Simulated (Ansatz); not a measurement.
TaF3, SMILES [F][Ta]([F])[F] (connectivity only; charge and spin as stated), neutral, multiplicity 3. Atoms are numbered in the order given.

```xyz
4

Ta     0.0001     0.0000    -0.1488
F     -0.0001     1.7637     0.4984
F     -0.0001    -1.7637     0.4984
F      0.0000     0.0000    -2.0575
```
Charge 0, spin multiplicity 3.

Coordinates come from a B3LYP-D3(BJ)/def2-TZVP optimisation. The multiplicity is an assumed one; other spin states were not compared. The def2 effective core potentials stand for the cores of Ta; spin–orbit coupling is left out.

Two levels are set side by side: PBE-D3(BJ)/def2-TZVP (Ansatz, an electronic-structure program) and B3LYP-D3(BJ)/def2-TZVP (Ansatz). Each level has its own optimised geometry; the coordinates shown are those of the second. Differences are taken from unrounded values.

```
quantity              B3LYP-D3(BJ)
--------------------  ------------
mean bond length (Å)         1.889
bond Ta1–F2 (Å)              1.879
bond Ta1–F3 (Å)              1.879
bond Ta1–F4 (Å)              1.909
```

**Question.** What does PBE-D3(BJ) give, and how far is it from B3LYP-D3(BJ)? (The exact figures need the calculation; the answer reports its results.)

**Answer.** 
| quantity | PBE-D3(BJ) | PBE-D3(BJ) minus B3LYP-D3(BJ) |
|---|---|---|
| mean bond length (Å) | 1.890 | 0.001 |
| bond Ta1–F2 (Å) | 1.880 | 0.001 |
| bond Ta1–F3 (Å) | 1.880 | 0.001 |
| bond Ta1–F4 (Å) | 1.909 | 0.001 |

Here PBE gives about what the other level gives.
